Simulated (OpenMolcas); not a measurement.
An atom or ion with 16 electrons was computed by XMS-CASPT2, IPEA 0.25 Eh, imaginary shift 0.1 Eh with spin-orbit coupling (OpenMolcas, ANO-RCC-VTZP, DKH2). The lowest levels that the run gave, each within 12 % of the measured value where one is at hand:

| J | Parity | E (cm⁻¹) | g |
| --- | --- | --- | --- |
| 2 | even | 0.0 | 1.501 |
| 1 | even | 368 | 1.501 |
| 0 | even | 538 |  |
| 2 | even | 9710 | 1.000 |
| 0 | even | 23650 |  |

Problem. Which ion is it, and what are the configurations and terms?

Solution. S (Z = 16, neutral; active space 4 electrons in 3 orbitals (3p)). J, parity and g give the terms where levels are pure, and mixed ones are named by the computed weights; the size of the splittings, set against known spectra of the 16-electron sequence, gives the charge. In order, with the measured energies in cm⁻¹ (NIST Handbook of Basic Atomic Spectroscopic Data): 3s² 3p⁴ ³P₂, 3s² 3p⁴ ³P₁ (396), 3s² 3p⁴ ³P₀ (574), 3s² 3p⁴ ¹D₂ (9239), 3s² 3p⁴ ¹S₀ (22180).

CASPT2 does not keep the components of a term degenerate, so their means are used; among the terms shown or strongly mixed into the levels shown the widest spread is 1500 cm-1 (3s² 3p⁴ ¹D). With the s shell closed, the reference lacks s² → p² mixing. Computed and measured levels are paired by configuration, term and J; levels that our copy of the source lacks, or whose pairing is in doubt (as where it misses far off the trend of its configuration), stay unpaired and out of the deviations. Only configurations of the active space appear.
